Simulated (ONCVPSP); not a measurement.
**Pseudopotential generation for boron (B): ONCV, LDA (Perdew-Zunger), scalar-relativistic.**

* Element: boron (B)
* Generator: ONCVPSP 4.0.1
* Type: optimised norm-conserving Vanderbilt (ONCV)
* Functional: LDA (Perdew-Zunger)
* Relativity: scalar-relativistic
* Frozen core: [He]
* Valence charge: 3
* Reference configuration: 2s2 2p1
* Partial waves: 2s: rc 1.50 bohr, ncon 3, nbas 6, qcut 5.1 1/bohr, 3 projectors, debl 1.3 Ha; 2p: rc 3.95 bohr, ncon 3, nbas 6, qcut 3.6 1/bohr, 1 projector; d scattering state at 0.07 Ha: rc 3.10 bohr, ncon 3, nbas 8, qcut 2.6 1/bohr, 2 projectors, debl 3.3 Ha
* Local potential: polynomial inside 1.00 bohr (lpopt 5, dvloc0 3 Ha)
* Core correction: Teter function fitted to the true core (icmod 2), fcfact 0.4

Poles of the logarithmic derivatives, all-electron (AE) and pseudo (PS). s: poles at 2.0 (AE) and 2.0 (PS) Ha. p: poles at -0.1, 0.9, 2.5, 4.7 (AE) and -0.1, 1.1, 2.7 (PS) Ha. d: poles at 1.0, 3.2 (AE) and 1.5, 3.2 (PS) Ha. Test radii: s 1.52, p 4.02, d 3.14 bohr.

* Cutoffs needed: 9.8 Ha and 14 Ha (the cutoffs (Ha) at which the residual kinetic energy of the hardest occupied pseudo-wave falls to 1 and 0.1 mHa per electron) The cutoffs count occupied waves only; projector 2 of the d channel, the hardest unoccupied one, needs 80 Ha at the loose tolerance.
* Ghost test: no bound ghost flagged; GHOST(+) flags only above 600 eV
* Largest excitation error: +727 meV (all-electron minus pseudo) for 2s1 2p0, out of 4 test configurations
* rms error of d²Exc/dni dnj: 1.79 mHa without and 0.52 mHa with the model core
